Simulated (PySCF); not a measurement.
**PBE0 on Cl+ (chlorine, charge +1)**

Configuration: [Ne] 3s2 3p4, high-spin 3P determinant. Calculation: PySCF 2.14, in pcseg-2; the non-relativistic Hamiltonian (point nucleus).

| Quantity | Value |
| --- | --- |
| Total energy | -459.5288 hartree |
| One-electron energy | -627.4769 hartree |
| Hartree (Coulomb) energy | 195.6736 hartree |
| Exchange-correlation energy | -27.7255 hartree |
| Kinetic energy | 459.33322 hartree |
| ⟨S²⟩ | 2.0041 |
| ⟨L²⟩ | 2.017 |
| Sum of ⟨r⟩ | 13.33 bohr |
| Sum of ⟨r²⟩ | 20.66 bohr² |
| Traceless quadrupole moment −½Σ⟨3z² − r²⟩ along its main axis | -1.35 e·bohr² |
| Density at the nucleus (Gaussians lack the cusp) | 3150 bohr⁻³ |
| Spin density at the nucleus | 0.242 bohr⁻³ |
| Langevin diamagnetic susceptibility | -16.4 ×10⁻⁶ cm³/mol |
| Time after the integrals | 0.18 s of wall time on 1 thread of Neoverse-V2 (shared host) |

| shell | electrons | mean orbital energy (eV) | spread (eV) | rms radius, mean of both spins (bohr) |
| --- | --- | --- | --- | --- |
| 1s α | 1 | -2781.5 | 0 | 0.106 |
| 1s β | 1 | -2781.1 | 0 | 0.106 |
| 2s α | 1 | -273.46 | 0 | 0.485 |
| 2s β | 1 | -273.03 | 0 | 0.485 |
| 2p α | 3 | -211.77 | 0.728 | 0.454 |
| 2p β | 3 | -211.11 | 0.095 | 0.454 |
| 3s α | 1 | -35.792 | 0 | 1.62 |
| 3s β | 1 | -32.293 | 0 | 1.62 |
| 3p α | 3 | -22.063 | 1.742 | 1.85 |
| 3p β | 1 | -19.964 | 0 | 1.85 |
